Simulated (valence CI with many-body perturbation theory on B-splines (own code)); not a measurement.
# E1 transitions of Ta23+

Computed by valence CI with perturbative core correlation (CI+MBPT): four valence electrons over a frozen Dirac-Fock core [Kr] 4d10, a basis of 7 s, 7 p, 7 d, 7 f, 4 g, 2 h functions for each j, with the one-electron correlation potential Σ1, the two-electron term Σ2, the three-electron term Σ3, Breit, model QED; selected CI, second order for the rest, scaled by the run's own slope (own B-spline code, finite nucleus).

No measured spectrum was set against this ion. As an estimate, terms of the open shell hold to a few per cent of their energy, and close levels can change places.

Lines 201 to 250 of 313 in falling wavelength, among levels below 129.63 eV, chosen from the strongest by gf and those to the six lowest levels. Wavelengths and rates use the calculated energies, so an error of 2000 cm⁻¹ moves a line at 294.2 Å by 0.59 % and its rate by three times that or more. Electric multipoles are in the length gauge, E1 and E2 with the static RPA response of the core. Weak lines are less certain than strong ones. Lines between different terms over intervals too small for the method are left out, as are lines whose strength nearly cancels. Where a level lies close to another of its J and parity, the split of strength between their lines is uncertain. The highest levels of a list are the least certain.

Names give the largest LS component (configuration and term), which can be under half, so a name can repeat, a term be missing and a line seem to break the LS rules; names also repeat where a configuration has a term twice. Letters in brackets count levels of one name in rising energy.

```tsv
λ vac (Å)	Upper	Lower	A (s⁻¹)	S (a.u.)
294.2	4f³5p ⁵K_6	4f³5s ⁵I°_5	2.01e+09	3.28e-01
294.1	4f³5p ⁵H_6	4f³5s ³I°_5 [a]	1.61e+08	2.62e-02
291.6	4f³5p ⁵K_7	4f³5s ⁵I°_6	1.41e+09	2.59e-01
290.9	4f³5p ⁵I_5	4f³5s ⁵I°_5	7.34e+08	9.80e-02
289.7	4f³5p ⁵H_6	4f³5s ⁵I°_6	2.59e+08	4.04e-02
288.3	4f³5p ³H_4 [b]	4f³5s ³I°_5 [a]	1.36e+08	1.45e-02
286.0	4f³5p ³I_5	4f³5s ⁵I°_6	4.69e+08	5.95e-02
285.2	4f³5p ⁵I_5	4f³5s ⁵I°_4	3.12e+07	3.93e-03
278.3	4f³5p ⁵H_6	4f³5s ⁵I°_5	6.75e+07	9.33e-03
274.8	4f³5p ³I_5	4f³5s ⁵I°_5	2.64e+07	2.97e-03
273.1	4f³5p ³H_4 [b]	4f³5s ⁵I°_5	6.53e+07	5.90e-03
269.7	4f³5p ³I_5	4f³5s ⁵I°_4	1.29e+08	1.37e-02
268.0	4f³5p ³H_4 [b]	4f³5s ⁵I°_4	1.12e+06	9.55e-05
267.4	4f³5p ⁵G_3	4f³5s ⁵I°_4	3.34e+07	2.21e-03
149.2	4f³5s ⁵F°_1	4f⁴ ⁵F_2	1.06e+05	5.20e-07
148.4	4f³5s ⁵F°_2	4f⁴ ⁵F_2	7.41e+04	5.97e-07
146.8	4f³5s ⁵I°_7	4f⁴ ⁵I_6	1.06e+03	2.47e-08
146.8	4f³5s ⁵S°_2	4f⁴ ⁵F_1	7.51e+04	5.86e-07
146.3	4f³5s ⁵F°_3	4f⁴ ⁵F_2	1.52e+04	1.64e-07
146.2	4f³5s ⁵G°_2	4f⁴ ⁵F_1	2.36e+05	1.82e-06
146.1	4f³5s ⁵I°_8	4f⁴ ⁵I_7	2.57e+03	6.72e-08
145.9	4f³5s ⁵S°_2	4f⁴ ⁵F_2	6.20e+03	4.75e-08
145.4	4f³5s ⁵G°_2	4f⁴ ⁵F_2	2.25e+04	1.70e-07
144.9	4f³5s ³F°_2 [a]	4f⁴ ⁵F_1	3.43e+04	2.57e-07
144.6	4f³5s ⁵G°_3	4f⁴ ⁵F_2	3.10e+05	3.24e-06
144.1	4f³5s ³S°_1 [a]	4f⁴ ⁵F_1	5.83e+03	2.58e-08
143.2	4f³5s ³G°_3 [a]	4f⁴ ⁵F_2	1.04e+05	1.06e-06
142.3	4f³5s ³I°_6 [a]	4f⁴ ⁵I_5	1.60e+03	2.96e-08
142.1	4f³5s ³H°_4 [a]	4f⁴ ⁵I_5	4.13e+03	5.26e-08
141.4	4f³5s ³H°_6 [a]	4f⁴ ⁵I_7	9.39e+02	1.70e-08
141.3	4f³5s ³G°_3 [b]	4f⁴ ⁵F_2	4.95e+04	4.82e-07
140.8	4f³5s ³D°_2 [a]	4f⁴ ⁵F_1	2.81e+04	1.94e-07
140.7	4f³5s ³P°_0	4f⁴ ⁵F_1	5.08e+05	6.98e-07
140.5	4f³5s ³S°_1 [b]	4f⁴ ⁵F_1	1.84e+05	7.55e-07
140.3	4f³5s ⁵F°_5	4f⁴ ⁵I_6	1.03e+03	1.55e-08
140.0	4f³5s ³D°_2 [a]	4f⁴ ⁵F_2	1.84e+05	1.25e-06
139.7	4f³5s ³S°_1 [b]	4f⁴ ⁵F_2	2.96e+05	1.19e-06
139.7	4f³5s ³H°_4 [a]	4f⁴ ⁵I_4	1.09e+04	1.32e-07
139.6	4f³5s ³G°_5 [a]	4f⁴ ⁵I_4	6.71e+03	9.90e-08
139.5	4f³5s ³D°_1 [a]	4f⁴ ⁵F_1	1.42e+05	5.70e-07
139.3	4f³5s ⁵F°_3	4f⁴ ⁵I_4	7.20e+03	6.73e-08
139.2	4f³5s ³K°_6	4f⁴ ⁵I_6	4.19e+03	7.25e-08
138.9	4f³5s ³D°_2 [b]	4f⁴ ⁵F_1	2.41e+03	1.59e-08
138.9	4f³5s ³K°_7	4f⁴ ⁵I_6	8.25e+03	1.64e-07
138.8	4f³5s ³K°_8	4f⁴ ⁵I_7	1.64e+04	3.68e-07
138.7	4f³5s ³D°_1 [a]	4f⁴ ⁵F_2	2.73e+04	1.08e-07
138.3	4f³5s ¹H°_5 [a]	4f⁴ ⁵I_6	1.70e+03	2.44e-08
138.2	4f³5s ⁵F°_5	4f⁴ ⁵I_5	4.48e+03	6.42e-08
138.1	4f³5s ³D°_2 [b]	4f⁴ ⁵F_2	5.23e+03	3.40e-08
138.1	4f³5s ³L°_7 [a]	4f⁴ ⁵I_7	2.61e+04	5.09e-07
```
